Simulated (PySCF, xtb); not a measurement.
CrO₂Cl₂, SMILES [O]=[Cr](=[O])([Cl])[Cl], multiplicity 1.

GFN2-xTB (xtb 6.7.1) at its own geometry gives an orbital gap of 2.65 eV and a dipole moment of 3.04 D.

The structure is a stationary point at PBE-D3(BJ)/def2-SVP. The spin state was assumed, not searched. The isomer is the one that the SMILES or the coordinates give; other isomers of the formula were not compared.

Task: What does PBE/def2-TZVP (PySCF) give? (Estimate from the structure and the level; the computed values follow.)

Result: gap 2.51 eV (levels -8.33 and -5.82 eV), dipole 0.77 D.
